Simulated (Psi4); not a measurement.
C4H12Ge (SMILES [CH3][Ge]([CH3])([CH3])[CH3]), singlet, geometry from GFN2-xTB; CAM-B3LYP/6-31G (Psi4).

The Psi4 input:
```
memory 2 GB

molecule {
0 1
C    -0.23947062   -1.06595218   -1.65989926
Ge    0.00000000    0.00000000   -0.00000000
C    -0.06719706    1.93648478   -0.44088209
C    -1.45232338   -0.43786460    1.28370447
C     1.75899106   -0.43266800    0.81707688
H    -1.19574845   -0.84621800   -2.12542525
H    -0.20636169   -2.12977053   -1.44389199
H     0.54406792   -0.84340260   -2.37823336
H     0.06161749    2.54065356    0.45234337
H    -1.02110312    2.19755474   -0.88962537
H     0.71871324    2.20037014   -1.14243348
H    -2.42529904   -0.20948328    0.85870428
H    -1.43591229   -1.49303582    1.54023754
H    -1.34257843    0.13361553    2.20067303
H     1.81961363   -1.48776767    1.06718570
H     2.57004324   -0.20139974    0.13284433
H     1.91294749    0.13888367    1.72762118
}

set {
  basis 6-31g
}

energy('cam-b3lyp')
print_variables()
```

What the program printed (banner, timings and long lists left out):

```
   => Loading Basis Set <=

    Name: 6-31G
    Role: ORBITAL
    Keyword: BASIS

         ---------------------------------------------------------
                                   SCF
               by Justin Turney, Rob Parrish, Andy Simmonett
                          and Daniel G. A. Smith
                              RKS Reference
         ---------------------------------------------------------

  ==> Geometry <==

    Molecular point group: c1
    Full point group: Td

    Geometry (in Angstrom), charge = 0, multiplicity = 1:

       Center              X                  Y                   Z               Mass
    ------------   -----------------  -----------------  -----------------  -----------------
         C           -0.239470619925    -1.065952180000    -1.659899259850    12.000000000000
         GE           0.000000000075     0.000000000000     0.000000000150    73.921177761000
         C           -0.067197059925     1.936484780000    -0.440882089850    12.000000000000
         C           -1.452323379925    -0.437864600000     1.283704470150    12.000000000000
         C            1.758991060075    -0.432668000000     0.817076880150    12.000000000000
         H           -1.195748449925    -0.846218000000    -2.125425249850     1.007825032230
         H           -0.206361689925    -2.129770530000    -1.443891989850     1.007825032230
         H            0.544067920075    -0.843402600000    -2.378233359850     1.007825032230
         H            0.061617490075     2.540653560000     0.452343370150     1.007825032230
         H           -1.021103119925     2.197554740000    -0.889625369850     1.007825032230
         H            0.718713240075     2.200370140000    -1.142433479850     1.007825032230
         H           -2.425299039925    -0.209483280000     0.858704280150     1.007825032230
         H           -1.435912289925    -1.493035820000     1.540237540150     1.007825032230
         H           -1.342578429925     0.133615530000     2.200673030150     1.007825032230
         H            1.819613630075    -1.487767670000     1.067185700150     1.007825032230
         H            2.570043240075    -0.201399740000     0.132844330150     1.007825032230
         H            1.912947490075     0.138883670000     1.727621180150     1.007825032230

  Running in c1 symmetry.

  Rotational constants: A =      0.09361  B =      0.09361  C =      0.09361 [cm^-1]
  Rotational constants: A =   2806.29723  B =   2806.29722  C =   2806.29722 [MHz]
  Nuclear repulsion =  395.501390662889833

  Charge       = 0
  Multiplicity = 1
  Electrons    = 68
  Nalpha       = 34
  Nbeta        = 34

  ==> Algorithm <==

  SCF Algorithm Type is DF.
  DIIS enabled.
  MOM disabled.
  Fractional occupation disabled.
  Guess Type is SAD.
  Energy threshold   = 1.00e-06
  Density threshold  = 1.00e-06
  Integral threshold = 1.00e-12

  ==> Primary Basis <==

  Basis Set: 6-31G
    Blend: 6-31G
    Number of shells: 55
    Number of basis functions: 89
    Number of Cartesian functions: 89
    Spherical Harmonics?: false
    Max angular momentum: 2

  ==> DFT Potential <==

   => LibXC <=

    Version 7.1.2
    S. Lehtola, C. Steigemann, M. J. T. Oliveira, and M. A. L. Marques,  SoftwareX 7, 1–5 (2018) (10.1016/j.softx.2017.11.002)

   => Composite Functional: CAM-B3LYP <=

    CAM-B3LYP Hyb-GGA Exchange-Correlation Functional

    T. Yanai, D. P. Tew, and N. C. Handy,  Chem. Phys. Lett. 393, 51 (2004) (10.1016/j.cplett.2004.06.011)

    Deriv               =              1
    GGA                 =           TRUE
    Meta                =          FALSE

    Exchange Hybrid     =           TRUE
    MP2 Hybrid          =          FALSE

   => Exchange Functionals <=

    0.3500         Becke 88 [omega = 0.3300]
    0.4600   Short-range recipe for B88 functional - erf [omega = 0.3300]

   => Exact (HF) Exchange <=

    0.4600            HF,LR [omega = 0.3300]
    0.1900               HF

   => Correlation Functionals <=

    0.1900   Vosko, Wilk & Nusair (VWN5)
    0.8100   Lee, Yang & Parr

   => LibXC Density Thresholds  <==

    XC_HYB_GGA_XC_CAM_B3LYP:  1.00E-14

   => Molecular Quadrature <=

    Radial Scheme          =       TREUTLER
    Pruning Scheme         =           NONE
    Nuclear Scheme         =       TREUTLER

    Blocking Scheme        =         OCTREE
    BS radius alpha        =              1
    Pruning alpha          =              1
    Radial Points          =             75
    Spherical Points       =            302
    Total Points           =         363185
    Total Blocks           =           2677
    Max Points             =            256
    Max Functions          =             87
    Weights Tolerance      =       1.00E-15

   => Loading Basis Set <=

    Name: (6-31G AUX)
    Role: JKFIT
    Keyword: DF_BASIS_SCF

  ==> Integral Setup <==

  SCF_SUBTYPE=INCORE selected. In-core MEM_DF algorithm will be used.
  Using in-core AOs.

  ==> MemDFJK: Density-Fitted J/K Matrices <==

    J tasked:                   Yes
    K tasked:                   Yes
    wK tasked:                  Yes
    Omega:                3.300E-01
    Algorithm:                 Core
    Schwarz Cutoff:           1E-12
    Mask sparsity (%):       1.1110
    Fitting Condition:        1E-10

   => Auxiliary Basis Set <=

  Basis Set: (6-31G AUX)
    Blend: CC-PVDZ-JKFIT
    Number of shells: 251
    Number of basis functions: 833
    Number of Cartesian functions: 833
    Spherical Harmonics?: false
    Max angular momentum: 3

  Minimum eigenvalue in the overlap matrix is 7.7467153244E-04.
  Reciprocal condition number of the overlap matrix is 1.4229641356E-04.
    Using symmetric orthogonalization.

  ==> Pre-Iterations <==

  SCF Guess: Superposition of Atomic Densities via on-the-fly atomic UHF (no occupation information).

   -------------------------
    Irrep   Nso     Nmo
   -------------------------
     A         89      89
   -------------------------
    Total      89      89
   -------------------------

  ==> Iterations <==

                           Total Energy        Delta E     RMS |[F,P]|

   @DF-RKS iter SAD: -2232.01182644331311   -2.23201e+03   0.00000e+00
   @DF-RKS iter   1: -2234.70284200064543   -2.69102e+00   3.19078e-02 ADIIS/DIIS
   @DF-RKS iter   2: -2234.07179273334623    6.31049e-01   4.26796e-02 ADIIS/DIIS
   @DF-RKS iter   3: -2236.20354275694308   -2.13175e+00   1.34469e-03 ADIIS/DIIS
   @DF-RKS iter   4: -2236.20729097984668   -3.74822e-03   9.91938e-04 ADIIS/DIIS
   @DF-RKS iter   5: -2236.21109269986619   -3.80172e-03   3.03560e-05 DIIS
   @DF-RKS iter   6: -2236.21110376673141   -1.10669e-05   5.32600e-06 DIIS
   @DF-RKS iter   7: -2236.21110408563345   -3.18902e-07   8.34657e-07 DIIS
  Energy and wave function converged.

  ==> Post-Iterations <==

   Electrons on quadrature grid:
      Ntotal   =   68.0001547316 ; deviation = 1.547e-04

    Orbital Energies [Eh]
    ---------------------

    Doubly Occupied:

[...]
      34A     -0.338429

    Virtual:

[...]
      89A     73.794470

    Final Occupation by Irrep:
              A
    DOCC [    34 ]
    NA   [    34 ]
    NB   [    34 ]

  @DF-RKS Final Energy: -2236.21110408563345

   => Energetics <=

    Nuclear Repulsion Energy =            395.5013906628898326
    One-Electron Energy =               -3895.8145161972561255
    Two-Electron Energy =                1344.5358820729898071
    DFT Exchange-Correlation Energy =     -80.4338606242569654
    Empirical Dispersion Energy =           0.0000000000000000
    VV10 Nonlocal Energy =                  0.0000000000000000
    Total Energy =                      -2236.2111040856334512

Computation Completed

Properties will be evaluated at   0.000000,   0.000000,   0.000000 [a0]

Properties computed using the SCF density matrix

 Multipole Moments:

 ------------------------------------------------------------------------------------
     Multipole            Electronic (a.u.)      Nuclear  (a.u.)        Total (a.u.)
 ------------------------------------------------------------------------------------

 L = 1.  Multiply by 2.5417464519 to convert [e a0] to [Debye]
 Dipole X            :          0.0000228           -0.0000000            0.0000228
 Dipole Y            :          0.0000153           -0.0000000            0.0000153
 Dipole Z            :         -0.0000231           -0.0000000           -0.0000232
 Magnitude           :                                                    0.0000359

 ------------------------------------------------------------------------------------

  Variable Map:
  ----------------------------------------------------------------------------
[...]
  Array Variable Map:
  ----------------------------------------------------------------------------
[...]
[...]
```
